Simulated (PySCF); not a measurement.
## Fractional electron number in Co⁺ (cobalt, charge +1)

The 3d beta orbital of [Ar] 3d8 is emptied in steps (occupation f), with all orbitals relaxed, ending at [Ar] 3d7. Computed with PySCF 2.14 in jorge-DZP-DKH, with the spin-free X2C one-electron Hamiltonian (Gaussian nucleus). The exact energy is a straight line in f; departures are measured from the line between the end points of the same method.

```csv
f,PBE0 (eV),r2SCAN (eV),LC-wPBE (eV)
1,0.000,0.000,0.000
0.9,-0.441,-0.628,-0.211
0.7,-1.032,-1.464,-0.496
0.5,-1.230,-1.741,-0.594
0.3,-1.035,-1.459,-0.501
0.1,-0.444,-0.624,-0.216
0,0.000,0.000,0.000
```

```json
{"method": "PBE0", "E(f=0) − E(f=1) (eV)": "17.095", "−ε at f=1 (eV)": "12.195", "−ε at f=0.5 (eV)": "17.086"}
{"method": "r2SCAN", "E(f=0) − E(f=1) (eV)": "17.225", "−ε at f=1 (eV)": "10.242", "−ε at f=0.5 (eV)": "17.241"}
{"method": "LC-wPBE", "E(f=0) − E(f=1) (eV)": "17.354", "−ε at f=1 (eV)": "15.013", "−ε at f=0.5 (eV)": "17.338"}
```

Orbital energy along the path (eV):

```
  f     PBE0   r2SCAN  LC-wPBE
  1  -12.195  -10.242  -15.013
0.9  -13.168  -11.643  -15.469
0.7  -15.122  -14.445  -16.395
0.5  -17.086  -17.241  -17.338
0.3  -19.059  -20.021  -18.295
0.1  -21.039  -22.778  -19.264
  0  -22.028  -24.140  -19.755
```

Reference removal energy between the ground levels: 17.084 eV (measured; NIST Atomic Spectra Database, ionization energies). The calculation has no spin-orbit coupling. The determinant left behind need not be the lowest term of the ion.
